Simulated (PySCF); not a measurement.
# Re (rhenium, neutral) across methods

[Xe] 4f14 5d5 6s2, high-spin 6S determinant. Calculation: PySCF 2.14, in x2c-TZVPPall with one added diffuse shell each of s, p, d, f type (12s8p8d4f1g, 113 functions); the spin-free X2C one-electron Hamiltonian (Gaussian nucleus).

```tsv
method	E (hartree)	mean ε 5d α (eV)	mean ε 6s α (eV)	mean ε 6s β (eV)	Σ⟨r²⟩ (bohr²)	⟨S²⟩
PBE0	-16693.33	-7.939	-7.275	-5.418	67.97	8.767
PBE	-16693.55	-6.443	-6.566	-4.845	68.11	8.763
r2SCAN	-16693.64	-6.914	-6.928	-4.961	68.04	8.785
LDA	-16682.96	-6.547	-6.750	-5.177	67.75	8.761
```

Task: Estimate the same row for UHF.

Result: E (hartree) = -16688.22816; mean ε 5d α (eV) = -12.094; mean ε 6s α (eV) = -8.921; mean ε 6s β (eV) = -6.115; Σ⟨r²⟩ (bohr²) = 70.22; ⟨S²⟩ = 8.806.

Spin-orbit coupling, which splits the p, d and f shells strongly at this Z, is absent.
